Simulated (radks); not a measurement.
Q: Radial electron density D(r) = 4 pi r^2 rho(r) of an atom or ion with 55 electrons. All-electron calculation, Dirac Kohn-Sham, BLYP, spin-unpolarised, spherical densities, finite nucleus; Fermi nuclear charge, rms radius of each element as measured or else 0.836 A^(1/3) + 0.57 fm. Program: a radial shooting solver on a logarithmic mesh with Libxc functionals.

```
   r/bohr * D(r) (the largest magnitude, 97.3, reaches the edge; | marks zero)
   0.0044 |              *
 0.005869 |                    *
 0.007891 |                            *
  0.01052 |                                   *
  0.01415 |                                         *
  0.01887 |                                          *
  0.02537 |                                       *
  0.03384 |                                     *
   0.0455 |                                         *
  0.06068 |                                                  *
  0.08159 |                                                      *
   0.1088 |                                              *
   0.1463 |                                       *
   0.1951 |                                             *
   0.2623 |                                          *
   0.3499 |                       *
   0.4704 |                *
   0.6275 |                  *
   0.8436 |            *
    1.125 |     *
    1.513 |   *
    2.018 |  *
    2.713 |*
    3.618 *
    4.864 *
    6.488 *
    8.723 *
```

What is the nuclear charge?

A: Z = 57. The innermost maximum, from 1s, lies near gamma/Z bohr with gamma = sqrt(1 - (Z/c)^2) = 0.909, here 0.016 bohr (found: 0.0176), and its height grows with Z. The density is that of the lanthanum ion La2+ in [Xe] 5d1; the configuration itself is not fixed sharply by these data, and Z only to a few units. D(r) has 4 maxima, at r = 0.0176, 0.0771, 0.218, 0.608 bohr, and minima at 0.0341, 0.144, 0.448 bohr, inside which lie 2.02, 11.18, 29.00 electrons.
